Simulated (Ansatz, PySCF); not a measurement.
dimethyl selenide (C2H6Se), SMILES C[Se]C.

Geometry: PBE-D3(BJ)/def2-SVP.

Vertical ionisation energy (IE) and electron affinity (EA) in eV. Rows of orbital energies are one-electron estimates. Where ΔSCF, EOM or ADC give a negative EA the extra electron is unbound and the value depends on the basis.

```json
[
 {"level": "−ε(HOMO), −ε(LUMO), HF/def2-TZVPD (PySCF)", "IE": "8.65", "EA": "-1.57"},
 {"level": "−ε(HOMO), −ε(LUMO), PBE/def2-TZVPD (PySCF)", "IE": "4.92", "EA": "0.79"},
 {"level": "ΔSCF, CAM-B3LYP/def2-SVPD (Ansatz), final states of multiplicity 2 and 2", "IE": "8.40", "EA": "-1.41"},
 {"level": "ΔSCF, PBE/def2-SVPD (Ansatz), final states of multiplicity 2 and 2", "IE": "8.24", "EA": "-1.13"}
]
```

Question: What vertical singlet–triplet gap does ΔSCF give with CAM-B3LYP/def2-SVPD (Ansatz, a program for electronic structure) and with PBE/def2-SVPD (Ansatz)? (Estimate from the structure and the level; the computed values follow.)

Answer: 4.37 and 4.10 eV (triplet above singlet where positive).
